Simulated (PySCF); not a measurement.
**Bonding in [ICl4]-**

Species: [ICl4]- (charge -1).
Cartesian coordinates in Å at the PBE0-D3(BJ)/def2-SVP level; atoms count from 1:
```
atom  x, y, z in Å
I1    -0.001    0.001    0.000
Cl2    2.533   -0.030    0.004
Cl3    0.033    2.535    0.008
Cl4   -2.536    0.027   -0.003
Cl5   -0.029   -2.533   -0.009
```

Bond orders from the PBE0/pcSseg-1 (def2-TZVP on I) density (PySCF). Geometry: PBE0-D3(BJ)/def2-SVP; no solvent, vibrations or thermal averaging. Atoms past krypton carry effective core potentials; spin–orbit coupling is left out. The pcSseg-1 basis has no diffuse functions, a weakness for an anion.

Q: Give the Mayer order of every bond, beside its length.

A: 
```
  bond  length (Å)  Mayer order
I1–Cl2       2.534        0.743
I1–Cl3       2.535        0.742
I1–Cl4       2.535        0.742
I1–Cl5       2.534        0.743
```

Q: Sum the orders of all bonds at each heavy atom with more than one neighbour.

A: I1 2.970. Orders between atoms that aren't bonded are not in these sums.

Mayer orders depend on the basis set.
